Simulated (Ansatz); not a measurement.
A nudged elastic band was laid between two geometries of ClH3OSn + H2 (8 atoms, charge 0, multiplicity 1).

Theory: Ansatz, RHF/def2-SVP.

* movable images: 7
* climbing image: yes
* spring: 2.0 to 10.0 eV/Å², energy-weighted
* optimiser: quadratic models (default)
* start path: through a guess of the saddle point
* force threshold: 0.05 eV/Å
* iteration limit: 60
* end points: relaxed

Image 0:

```xyz
8
Properties=species:S:1:pos:R:3
Sn -0.197 -0.492 -0.174
Cl -0.528 -0.478 2.161
H 1.453 -0.308 -0.492
O -1.085 1.102 -0.870
H -1.903 1.380 -0.485
H -0.951 -1.895 -0.761
H 1.323 2.950 1.178
H 1.310 2.557 1.812
```

Image 8:

```xyz
8
Properties=species:S:1:pos:R:3
Sn 0.667 0.022 -0.532
Cl -0.964 1.505 3.264
H 0.889 0.378 -2.186
O -0.785 1.215 0.128
H -1.557 1.331 -0.405
H 0.150 -1.585 -0.298
H 2.005 0.441 0.424
H -0.983 1.508 1.974
```

Task: Which bonds break or form, and what moves?

Result: Bonds broken: Sn1–Cl2, H7–H8. Bonds formed: Sn1–H7, Cl2–H8. ClH3OSn + H2 becomes ClH + H4OSn.

Task: What energy profile does the band end with?

Result: It converged. The highest image is number 3 of 0 to 8, 2.39 eV above the first end and 1.97 eV above the last; the last end lies 0.42 eV above the first. Another band between the same ends (7 images) ends at a top of the same energy, where a vibrational analysis finds 1 clearly imaginary mode. The orbitals stay closed-shell, which can raise the energy where a bond breaks towards radicals; this wasn't checked here.

```tsv
image	path coordinate (Å)	energy (eV)	Sn1–Cl2 (Å)	H7–H8 (Å)	Sn1–H7 (Å)
0	0.00	0.00	2.36	0.75	4.00
1	2.74	0.50	2.39	0.74	2.88
2	3.69	1.59	2.58	0.76	2.28
3	4.34	2.39	2.92	0.91	1.96
4	4.69	1.80	3.01	1.25	1.82
5	5.15	1.04	3.32	1.62	1.73
6	5.92	0.70	3.78	2.29	1.72
7	7.03	0.62	3.97	2.84	1.70
8	8.28	0.42	4.39	3.53	1.70
```

Task: What is the geometry of the highest image?

Result: 
```xyz
8
Properties=species:S:1:pos:R:3:forces:R:3
Sn 0.226 0.162 -0.276 0.00 0.00 0.00
Cl -1.034 0.825 2.272 0.00 0.00 0.00
H 1.487 0.418 -1.391 0.00 0.00 0.00
O -1.200 1.300 -0.924 0.00 0.00 0.00
H -1.863 1.494 -0.274 0.00 0.00 0.00
H -0.052 -1.436 0.174 0.00 0.00 0.00
H 1.297 1.020 1.129 0.00 0.00 0.00
H 0.562 1.033 1.660 0.00 0.00 0.00
```

The run took 4.6 min on 1 thread of Arm Neoverse V2, with other jobs on the host, peak memory 0.16 GiB.
